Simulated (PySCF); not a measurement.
# Polarisability and C₆ of Os (osmium, neutral)

[Xe] 4f14 5d6 6s2, high-spin 5D determinant. Computed with PySCF 2.14 in aug-cc-pwCVTZ-PP with ECP60MDF (8s8p7d4f3g, 122 functions), with a scalar-relativistic core potential. Coupled (time-dependent) response in atomic units; α is the mean over directions.

| method | mean α (bohr³) | α xx, yy, zz | C₆ (like pair) | S(−4) |
| --- | --- | --- | --- | --- |
| B3LYP | 55.02 | 54.63, 54.63, 55.79 | 620.2 | 1120 |

S(−4) is the Cauchy moment in α(ω) = α(0) + S(−4) ω² + …

Reference α: 57 ± 3 bohr³ (recommended; Schwerdtfeger and Nagle, table of static dipole polarizabilities (2023 update)). Published C₆: 584.0 (Gould and Bucko (2016)).

Spin-orbit coupling is absent.

α(iu) at B3LYP:

| u (hartree) | α(iu) (bohr³) |
| --- | --- |
| 0 | 55.02 |
| 0.0500 | 52.41 |
| 0.100 | 46.25 |
| 0.200 | 33.11 |
| 0.300 | 24.00 |
| 0.500 | 14.48 |
| 0.750 | 9.194 |
| 1.00 | 6.506 |
| 1.50 | 3.854 |
| 2.00 | 2.576 |
| 3.00 | 1.386 |
| 5.00 | 0.5827 |

A single London oscillator, α(iu) = α/(1 + u²/ω²), gives C₆ = (3/4) ω α². Matching the computed C₆ needs ω = 4 × 620.2 / (3 × 55.02²) = 0.273 hartree.

The components differ because the open shell of this determinant is not spherical; for a pure term their mean is the scalar polarisability.

Energies and moments cover only the electrons outside the core potential. Spin-orbit coupling, absent here, splits the open shell strongly.
